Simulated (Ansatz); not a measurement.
Geometry optimisation, Ansatz 0.2.0, RKS PBE/def2-SVP.

The input (input.yaml):

```yaml
crystal:
  periodic: [false, false, false]
  atoms:
    - { symbol: Sn, position_ang: [0.0, 0.0, 0.0] }
    - { symbol: Cl, position_ang: [0.0, 0.0, 2.76] }
    - { symbol: H, position_ang: [1.6408, 0.0, -0.5794] }
    - { symbol: H, position_ang: [-0.8195, 1.4198, -0.5794] }
    - { symbol: O, position_ang: [-0.9232, -1.5994, -0.6527] }
    - { symbol: H, position_ang: [-1.3778, -2.065, 0.1197] }
    - { symbol: H, position_ang: [-1.9359, 0.0062, 0.6433] }
    - { symbol: H, position_ang: [-1.6217, 0.0052, 1.6527] }
basis:
  gaussian: { orbitals: def2-SVP }
hamiltonian:
  xc: pbe
relax:
  f_tol: 0.15
  max_steps: 25
  restrain:
    - { distance: [0, 6], at: 2.94, k: 30.0 }
    - { distance: [7, 1], at: 2.57, k: 30.0 }
    - { distance: [0, 1], at: 2.41, k: 30.0 }
    - { distance: [7, 6], at: 0.66, k: 30.0 }
output:
  orbitals: {}
```

Launched with:

```bash
$ ansatz run input.yaml --threads 1 --pin off --max-ram 2048MiB --backend cpu --events-out ev --progress --plain --runs-dir out
```

Where does it end, and by what steps?

It converged. The restraints hold the end off the free minimum. After 6 steps the energy has fallen by 1.896 eV (the restraints' own energy left out); H7 moved furthest, 0.69 Å. Joined: H7–H8 (1.06 → 0.72 Å).

```json
{"step": "0", "energy less start (eV)": "0.0000", "largest force component (eV/Å)": "3.421", "accepted": "yes"}
{"step": "1", "energy less start (eV)": "-0.8695", "largest force component (eV/Å)": "2.383", "accepted": "yes"}
{"step": "2", "energy less start (eV)": "-1.1318", "largest force component (eV/Å)": "3.831", "accepted": "yes"}
{"step": "3", "energy less start (eV)": "-1.5474", "largest force component (eV/Å)": "2.566", "accepted": "yes"}
{"step": "4", "energy less start (eV)": "-1.8402", "largest force component (eV/Å)": "1.552", "accepted": "yes"}
{"step": "5", "energy less start (eV)": "-1.9113", "largest force component (eV/Å)": "0.538", "accepted": "no"}
{"step": "6", "energy less start (eV)": "-1.8960", "largest force component (eV/Å)": "1.509", "accepted": "yes"}
```

```xyz
8
Properties=species:S:1:pos:R:3
Sn 0.220 0.035 -0.032
Cl 0.267 -0.042 2.369
H 1.841 -0.105 -0.577
H -0.631 1.466 -0.495
O -0.793 -1.600 -0.623
H -1.213 -2.018 0.157
H -2.541 -0.044 0.973
H -2.186 0.075 1.592
```

Time of the run: 17 s on 1 thread of Arm Neoverse V2, on a shared host, peak memory 0.12 GiB.
